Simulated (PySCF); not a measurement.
## `C[C@H](C=O)[C@]1(C)CS1`, C6H10OS

Geometry:
| atom | x (Å) | y (Å) | z (Å) |
| --- | --- | --- | --- |
| C1 | -1.491 | -0.814 | 0.629 |
| C2 | -0.670 | 0.456 | 0.412 |
| C3 | -1.313 | 1.368 | -0.610 |
| O4 | -2.382 | 1.198 | -1.117 |
| C5 | 0.763 | 0.157 | 0.000 |
| C6 | 0.919 | -0.586 | -1.303 |
| C7 | 1.762 | -0.080 | 1.072 |
| S8 | 1.929 | 1.530 | 0.275 |
| H9 | -1.649 | -1.330 | -0.314 |
| H10 | -0.985 | -1.482 | 1.322 |
| H11 | -2.465 | -0.553 | 1.034 |
| H12 | -0.638 | 1.035 | 1.345 |
| H13 | -0.682 | 2.245 | -0.855 |
| H14 | 0.334 | -0.110 | -2.087 |
| H15 | 1.963 | -0.600 | -1.609 |
| H16 | 0.579 | -1.614 | -1.190 |
| H17 | 1.443 | -0.046 | 2.105 |
| H18 | 2.574 | -0.769 | 0.878 |

Method used: TDDFT B3LYP/def2-SVPD circular dichroism and optical rotation, one conformer, gas phase (PySCF). Geometry: GFN2-xTB.

The molecule is flexible and this is one conformer; a measurement averages over conformers.

Question: Assign R or S to each stereocentre.

Answer: C2 R, C5 R.

Question: Which excitations and rotatory strengths does the calculation give?

Answer: Rotatory strengths R in 10⁻⁴⁰ esu² cm², velocity form and length form (origin at the centre of mass); f in length form.
| state | E (eV) | λ (nm) | f | R (velocity) | R (length) | main |
| --- | --- | --- | --- | --- | --- | --- |
| 1 | 4.23 | 293 | 0.0009 | +24.7 | +25.4 | HOMO−1→LUMO 0.80, HOMO→LUMO 0.18 |
| 2 | 4.59 | 270 | 0.003 | -5.4 | -5.5 | HOMO→LUMO 0.78, HOMO−1→LUMO 0.18 |
| 3 | 4.78 | 259 | 6e-05 | +1.4 | +1.6 | HOMO→LUMO+1 0.94 |
| 4 | 5.97 | 208 | 0.001 | +1.8 | +1.8 | HOMO→LUMO+2 0.81, HOMO→LUMO+3 0.16 |
| 5 | 6.07 | 204 | 0.040 | -4.9 | -5.1 | HOMO→LUMO+3 0.82, HOMO→LUMO+2 0.15 |
| 6 | 6.11 | 203 | 0.017 | -0.7 | -0.6 | HOMO−1→LUMO+1 0.98 |
| 7 | 6.39 | 194 | 0.004 | +6.5 | +6.7 | HOMO−2→LUMO 0.98 |
| 8 | 6.55 | 189 | 0.029 | -11.5 | -11.8 | HOMO→LUMO+4 0.97 |

Among the states computed, the strongest CD band (largest |R|) is state 1. The largest dissymmetry factor in size, g = 4R/(D+G), with D and G the electric and magnetic dipole strengths, is +0.18 for state 1 (velocity form, f = 0.0009), among bands with |R| over 0.5. The mirror image has the same energies and oscillator strengths and all R with the opposite sign.
